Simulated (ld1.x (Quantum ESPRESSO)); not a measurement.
# Pseudopotential generation for S (Z = 16): RRKJ, PBE, scalar-relativistic.

S, norm-conserving RRKJ (Kleinman–Bylander form), made with ld1.x (Quantum ESPRESSO) 7.5 (PBE, scalar-relativistic). Core [Ne], reference 3s2 3p4. Waves: 3s (bound): rc 1.66 bohr; 3p (bound): rc 1.72 bohr. Local part: the p channel. Core correction: a·sin(br)/r model core inside 1.05 bohr. rho0 = 0.02.

Poles of the logarithmic derivatives, all-electron (AE) and pseudo (PS). s: poles at 0.9 (AE) and 0.9 (PS) Ry. p: poles at 2.1 (AE) and 2.0 (PS) Ry. Test radius 1.91 bohr.

- Cutoffs needed: 40 Ry and 60 Ry (the cutoffs (Ry, on a coarse ladder) from which the occupation-weighted sum of valence levels, in a spherical-Bessel basis at the reference potential, stays within 10 and 1 mRy of its value at 400 Ry)
- Ghost test: no extra level below or beside the all-electron valence levels (s, p, d, f tested) (spherical-Bessel basis up to 400 Ry, 20 bohr box)
- Largest excitation error: +155 meV (all-electron minus pseudo) for 3s2 3p0, out of 7 test configurations
